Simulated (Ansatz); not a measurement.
```yaml
crystal:
  periodic: [false, false, false]
  atoms:
    - {symbol: O, position_ang: [-0.998302, 0.757530, -0.168767]}
    - {symbol: Si, position_ang: [0.053219, 0.507967, 0.026017]}
    - {symbol: C, position_ang: [0.292035, -0.622181, 0.198216]}
    - {symbol: S, position_ang: [0.670791, -0.300540, -0.938858]}
    - {symbol: H, position_ang: [-1.369917, 0.536588, -0.520766]}
    - {symbol: H, position_ang: [0.540979, 1.251540, 0.557401]}
    - {symbol: H, position_ang: [0.904166, -0.935187, 0.597368]}
    - {symbol: H, position_ang: [-0.197772, -1.258245, 0.137308]}
basis:
  gaussian: {orbitals: cc-pVTZ-DK}
hamiltonian: {xc: {name: PBE0-DH}}
accuracy: high
```

```sh
$ ansatz run in.yaml --threads 2 --pin off --events-out ev --progress --plain --max-ram 4352MiB
```

Output, abridged:

```
Functional definition: PBE0-DH
3001 factors; integrals over basis functions are off by at most 3.2e-9 eV
mean field evaluation 1: about -21803.6249 eV, gradient 1.2e2 eV
mean field evaluation 2: about -21804.0709 eV, gradient 1.2e2 eV
mean field evaluation 4: about -21825.0627 eV, gradient 1.0e1 eV
mean field evaluation 8: about -21825.2764 eV, gradient 5.0e-1 eV
mean field evaluation 16: about -21825.2769 eV, gradient 1.9e-4 eV
mean field -21825.27691406 eV, -802.0641328879 hartree, gradient 4.7e-8 eV, S^2 0.000000; 0 other end points of the search recorded, 0 dependent functions left out
12 core orbitals not correlated: weight in the atoms' cores, before any rotation towards them, 0.997 or more for the frozen orbitals, at most 0.001 for the correlated occupied ones
reference -21825.27691559 eV, -802.0641329437 hartree; 12, 12 occupied and 160, 160 virtual orbitals, 3001 factors
second order -22.46510475 eV of doubles, -0.00000000 eV of singles
Total energy: -21828.08505368 eV, -802.1673301153 hartree
Relativity: scalar
```

In this input the geometry is squeezed to about two thirds of its size. The run converged. The result belongs to that input, not to the molecule as meant.
